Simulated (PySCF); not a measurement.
Several molecules and their computed UV-vis stick spectra, shuffled. Theory: TDDFT CAM-B3LYP/def2-SVPD, vertical, gas phase, core orbitals frozen in the response (PySCF 2.14.0, density-fitted response routines). Geometries: PBE0-D3(BJ)/def2-SVP; one conformer of each isolated species. Triplets are in the Tamm–Dancoff approximation. Relativistic effects are left out although some hold elements past zinc. Ions are computed without counter-ions or solvent.

A. `C=N[SiH2]N(C)C`
B. `O=Cc1cpccc1F`
C. `C=Cc1cccc2ccccc12`
D. `[H][Ga]([H])[CH]=C`
E. `C=C[CH+]C`

Lowest singlet levels (six at most, fewer where fewer were computed) with oscillator strengths:

1. 304 nm (f 0.000); 230 nm (f 0.004); 205 nm (f 0.028); 192 nm (f 0.058); 184 nm (f 0.002); 180 nm (f 0.028)
2. 240 nm (f 0.351); 240 nm (f 0.010); 232 nm (f 0.003); 188 nm (f 0.001); 166 nm (f 0.002); 162 nm (f 0.070); T1 2.61 eV
3. 332 nm (f 0.000); 292 nm (f 0.059); 245 nm (f 0.001); 244 nm (f 0.048); 234 nm (f 0.015); 216 nm (f 0.582); T1 3.10 eV
4. 254 nm (f 0.002); 234 nm (f 0.000); 212 nm (f 0.176); 180 nm (f 0.008); 162 nm (f 0.083); 159 nm (f 0.031); T1 3.92 eV
5. 288 nm (f 0.207); 276 nm (f 0.001); 227 nm (f 0.066); 215 nm (f 0.194); 212 nm (f 0.839); 202 nm (f 0.014); T1 2.81 eV

Problem. Which spectrum belongs to which structure?

Solution. 1 = A, 2 = E, 3 = B, 4 = D, 5 = C.
- A: S1 at 4.08 eV, HOMO-1→LUMO (88%), HOMO→LUMO (10%); Löwdin shares by element: HOMO nitrogen 52% or more, carbon 17% or more, silicon 7% (atoms not listed hold the other 23%); LUMO carbon 40% or more, nitrogen 34% or more, hydrogen 15% or more; HOMO -7.66 and LUMO 0.36 eV.
- B: S1 at 3.73 eV, HOMO-1→LUMO (75%), HOMO-3→LUMO (10%), HOMO-1→LUMO+2 (9%); Löwdin shares by element: HOMO carbon 43% or more, phosphorus 29% (atoms not listed hold the other 27%); LUMO carbon 46% or more, oxygen 16% (atoms not listed hold the other 38%); HOMO -8.64 and LUMO -1.48 eV; point group Cs, 1 of its 6 listed states under f = 0.0005.
- C: S1 at 4.31 eV, HOMO→LUMO (95%); Löwdin shares by element: HOMO carbon 47% or more (atoms not listed hold the other 53%); LUMO carbon 42% or more (atoms not listed hold the other 58%); HOMO -7.26 and LUMO -0.48 eV.
- D: S1 at 4.87 eV, HOMO→LUMO (97%); Löwdin shares by element: HOMO (one of a set within 0.03 eV) carbon 47%, gallium 25%, hydrogen 8% or more (atoms not listed hold the other 21%); LUMO gallium 53%, carbon 29%, hydrogen 8% or more; HOMO -9.44 and LUMO -0.83 eV; point group Cs, 1 of its 6 listed states under f = 0.0005.
- E: S1 at 5.16 eV, HOMO→LUMO (95%); Löwdin shares by element: HOMO carbon 86%; LUMO carbon 86%; HOMO -16.10 and LUMO -8.34 eV; point group Cs.
